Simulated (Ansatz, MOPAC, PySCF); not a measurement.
Complex: dimethyl selenide (SMILES C[Se]C) (first 9 atoms) with NH3 (SMILES N); geometry from B3LYP-D3(BJ)/def2-TZVP, rigid monomers moved along the line of their centres of mass till H8···N10 is 2.44 Å.
(charge 0, multiplicity 1):
| atom | x (Å) | y (Å) | z (Å) |
|---|---|---|---|
| C | -0.7987 | 0.0632 | -1.8323 |
| Se | -0.6052 | 0.3573 | 0.0973 |
| C | 1.3183 | 0.7299 | 0.1027 |
| H | -0.1782 | -0.7731 | -2.1477 |
| H | -1.8452 | -0.1698 | -2.0179 |
| H | -0.5251 | 0.9642 | -2.3773 |
| H | 1.8596 | -0.1130 | -0.3225 |
| H | 1.5866 | 0.8564 | 1.1492 |
| H | 1.5251 | 1.6379 | -0.4597 |
| N | 0.3544 | 0.1730 | 3.1450 |
| H | 0.7498 | -0.1973 | 4.0016 |
| H | -0.3913 | 0.8091 | 3.4041 |
| H | -0.0745 | -0.5986 | 2.6451 |

Counterpoise-corrected where a basis set is named; no monomer relaxation.

Cores are frozen in the correlated methods. Filled d and f shells under p-block atoms count as core. The state reached by PM7 isn't checked; PM7 holds dispersion and hydrogen-bond terms.

The values were computed with Ansatz (a quantum-chemistry and plane-wave program); MOPAC for PM7 (differences of heats of formation); PySCF for the dispersion terms. Each number belongs to the level named beside it.

Q: One of these levels gives -10.2 kJ/mol for the interaction energy. Which one is it?
A) PBE-D3(BJ)/def2-TZVPPD
B) MP2/aug-cc-pVDZ
C) PBE0/def2-TZVPPD
D) PM7

A: A, PBE-D3(BJ)/def2-TZVPPD. The others give -1.8 (PM7), -4.8 (PBE0/def2-TZVPPD), -6.7 (MP2/aug-cc-pVDZ)
